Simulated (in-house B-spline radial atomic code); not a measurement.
A fraction x of an electron is removed from 6s in Sm⁺, starting from [Xe] 4f6 6s1 and keeping the highest spin. Method: scalar-relativistic (X2C) PBEsol, spin-polarised, spherical fractional occupations, Fermi nucleus of rms radius 5.0819 fm. Calculated with a B-spline radial code for spherical atoms.

| x | E(x) - E(0) (eV) | 6s up level (eV) |
| --- | --- | --- |
| 0 | 0.0000 | -8.832 |
| 0.1 | 0.9079 | -9.325 |
| 0.24 | 2.2617 | -10.015 |
| 0.26 | 2.4630 | -10.113 |
| 0.42 | 4.1440 | -10.899 |
| 0.5 | 5.0316 | -11.292 |
| 0.56 | 5.7180 | -11.587 |
| 0.72 | 7.6352 | -12.381 |
| 0.83 | 9.0277 | -12.939 |
| 0.98 | 11.0263 | -13.692 |
| 1 | 11.3009 | - |

The exact functional would give a straight line between the two integer points. Deviations E(x) - E(0) - x[E(1) - E(0)], in eV: -0.222 at x = 0.1, -0.451 at x = 0.24, -0.475 at x = 0.26, -0.602 at x = 0.42, -0.619 at x = 0.5, -0.611 at x = 0.56, -0.501 at x = 0.72, -0.352 at x = 0.83, -0.049 at x = 0.98.

The curve lies below the straight line by up to 0.619 eV (at x = 0.5): convex, the delocalisation error that favours fractional charges.

Question: How well does Slater's transition state (minus the level at half occupation) give the ionisation energy?

Answer: It gives 11.292 eV against 11.301 eV from the two total energies; NIST lists 11.08 eV, ground level to ground level.
